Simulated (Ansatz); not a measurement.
Consider the cleavage of the Si–Al bond: `[CH3][Al]([SiH3])[O][SiH3]` + `C[O][Ga]([OH])[Br]` → `C[O][Ga]([Br])[O][SiH3]` + `[CH3][AlH][O][SiH3]`.

Gas-phase electronic energies from Ansatz, PBE0-D4/def2-TZVP geometries. CCSD(T)/CBS is the MP2 limit (def2-TZVPP, def2-QZVPP) plus CCSD(T) − MP2 in def2-TZVPP, frozen cores. For Br, Ga outer-core shells are correlated without core-valence functions, which leaves a few kJ/mol of doubt a bond. Scalar relativity is left out up to krypton. One conformer a species, not always the lowest.

| level | ΔE (kJ/mol) |
| --- | --- |
| CCSD/def2-SVP | -89.6 |
| MP2/def2-QZVPP | -100.0 |

Q: What does CCSD(T)/CBS give? (Best estimate.)

A: Ansatz gave: -90.4 kJ/mol. The listed levels differ from it by 0.8, -9.6 kJ/mol.

Largest T1 diagnostic among the species: 0.012.

At CCSD(T), def2-SVP lies +3.3 kJ/mol from the extrapolated value and def2-TZVPP −0.2 kJ/mol. Leaving LDA and LC-ωPBE aside and taking each functional with its dispersion term where it has one, the values, not all of them listed here, spread over 42.8 kJ/mol, from BHLYP-D4 to PBE-D4. From r2SCAN to r2SCAN0 (25 % exact exchange), in def2-TZVPP and without D4, ΔE moves by −4.7 kJ/mol.
